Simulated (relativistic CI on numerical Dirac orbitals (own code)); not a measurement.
## Line list: Forbidden lines, Zr35+

Method of calculation: Dirac-Coulomb-Breit CI, separate exchange-only KLI orbitals for each configuration, model QED (radiative potential, 1s self-energy scaled to tabulated hydrogen-like ionisation energies), unscaled Slater integrals (own radial code, finite nucleus).

CI space (outside the closed core 1s2): 2s²2p, 2s2p², 2p³, 2p²3s, 2p²3p, 2p²3d, 2s²3s, 2s²3p, 2s²3d, 2s2p3s, 2s2p3p, 2s2p3d, 2s²4s, 2s²4p, 2s²4d, 2s²4f. Levels of other configurations are missing.

| λ vac (Å) | Lower | Upper | Type | A (s⁻¹) | E lower (10³ cm⁻¹) | E upper (10³ cm⁻¹) |
| --- | --- | --- | --- | --- | --- | --- |
| 4.3142 | 2s2p² ⁴P3/2 [4] | 2p²3d ⁴F7/2 [91] | E2 | 1.62e+11 | 1376.1 | 24555.3 |
| 4.3283 | 2s2p² ⁴P5/2 [5] | 2p²3d ²G9/2 [97] | E2 | 1.67e+11 | 1551.2 | 24655.1 |
| 4.3292 | 2s2p² ²D5/2 [8] | 2p²3d ⁴F9/2 [115] | E2 | 1.66e+11 | 2316.8 | 25415.6 |
| 4.3321 | 2s2p² ²D5/2 [8] | 2p²3d ²F7/2 [114] | E2 | 1.13e+11 | 2316.8 | 25400.2 |
| 4.3399 | 2s2p² ⁴P5/2 [5] | 2p²3d ²F7/2 [93] | E2 | 1.12e+11 | 1551.2 | 24593.2 |
| 4.3981 | 2s2p² ²D3/2 [6] | 2p²3d ²F7/2 [93] | E2 | 3.94e+10 | 1856.3 | 24593.2 |
| 4.4891 | 2s2p² ²D5/2 [8] | 2p²3d ²F7/2 [93] | E2 | 4.83e+09 | 2316.8 | 24593.2 |
| 4.5640 | 2s2p² ⁴P3/2 [4] | 2s2p3p ⁴D7/2 [46] | E2 | 2.66e+10 | 1376.1 | 23286.5 |
| 4.5774 | 2s2p² ²P3/2 [10] | 2p²3d ²F7/2 [93] | E2 | 5.95e+09 | 2746.7 | 24593.2 |
| 4.5813 | 2s2p² ⁴P1/2 [3] | 2s2p3p ⁴D5/2 [29] | E2 | 3.65e+10 | 827.2 | 22655.2 |
| 4.6008 | 2s2p² ⁴P5/2 [5] | 2s2p3p ⁴D7/2 [46] | E2 | 2.46e+10 | 1551.2 | 23286.5 |
| 4.7051 | 2s2p² ²D5/2 [8] | 2s2p3d ⁴F°9/2 [53] | M2 | 5.47e+08 | 2316.8 | 23570.6 |
| 4.7688 | 2s2p² ²D5/2 [8] | 2s2p3p ⁴D7/2 [46] | E2 | 1.42e+10 | 2316.8 | 23286.5 |
| 4.7755 | 2s²2p ²P°3/2 [2] | 2s²3p ²P°1/2 [17] | E2 | 6.61e+10 | 779.1 | 21719.1 |
| 128.35 | 2s²2p ²P°1/2 [1] | 2s²2p ²P°3/2 [2] | M1 | 4.19e+06 | 0.0 | 779.1 |

Terms are leading LS components. Brackets give the number of a level in order of energy, since labels repeat. The list gives strong lines, with weight on those to low levels. Levels whose partners in the same complex of configurations lie outside the list can be far off, and so can their lines. Rates are taken at the computed energies, electric ones in the length gauge.

At this charge energies of transitions that change n are usually good to better than 1 %, and those within a shell (Δn = 0) to a few per cent.

LS names give the leading component of a level, which can be under half, so a name can repeat, a term be missing and a line seem to break the LS rules.
